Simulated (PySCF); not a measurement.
Copper: highly charged ions in a basis for the neutral atom

Cu(9+) [Ar] 3d2, Cu(10+) [Ar] 3d1. All numbers are calculated (PySCF 2.14, scalar relativity through the core potential, in cc-pVTZ-PP with ECP10MDF). No spin-orbit coupling, so a gap to NIST mixes the basis error with missing relativistic terms.

Changed run: basis of the neutral atom used for a highly charged ion. This setting is unsound on purpose.

| species | method | sound run (hartree) | changed run (hartree) | converged |
| --- | --- | --- | --- | --- |
| Cu(9+) | UHF | not run | -166.81094 | yes |
| Cu(9+) | PBE0 | not run | -167.21734 | yes |
| Cu(9+) | PBE | not run | -167.20844 | yes |
| Cu(10+) | UHF | not run | -158.24116 | yes |
| Cu(10+) | PBE0 | not run | -158.60161 | yes |
| Cu(10+) | PBE | not run | -158.59101 | yes |

Ionisation energy of Cu(9+):

```json
{"method": "UHF", "changed run (eV)": "233.20", "NIST (eV)": "232.2 ± 0.5"}
{"method": "PBE0", "changed run (eV)": "234.45", "NIST (eV)": "232.2 ± 0.5"}
{"method": "PBE", "changed run (eV)": "234.49", "NIST (eV)": "232.2 ± 0.5"}
```

The contracted functions were made for the neutral atom and can be too rigid for a highly charged ion.
